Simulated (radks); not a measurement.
Polarisability of the vanadium ion V+, [Ar] 3d4, at imaginary frequency. Calculated with a radial shooting solver on a logarithmic mesh with Libxc functionals: scalar-relativistic Kohn-Sham, LDA (Slater exchange, VWN5 correlation), spin-unpolarised, spherical densities, finite nucleus; Fermi nuclear charge, rms radius 3.6002 fm. Response by self-consistent Sternheimer equations with the Hartree and adiabatic LDA kernel, the relativistic mass of each level held fixed and spin-orbit coupling left out.

w (hartree),alpha1(iw) (bohr^3)
0.00266,20.91
0.0143,20.75
0.0360,19.93
0.0697,17.80
0.118,14.53
0.186,11.19
0.280,8.468
0.413,6.349
0.605,4.649
0.892,3.262
1.35,2.133
2.12,1.236
3.59,0.5866
6.94,0.2048
17.5,0.04307

Static values: alpha1 = 20.92 bohr^3 (3.100 angstrom^3; uncoupled 26.66). C6 = 80.28, triple-dipole C9 = 1044 atomic units. One-pole (London) frequency 4 C6 / (3 alpha1^2) = 0.245 hartree, against 0.340 for minus the highest occupied eigenvalue.
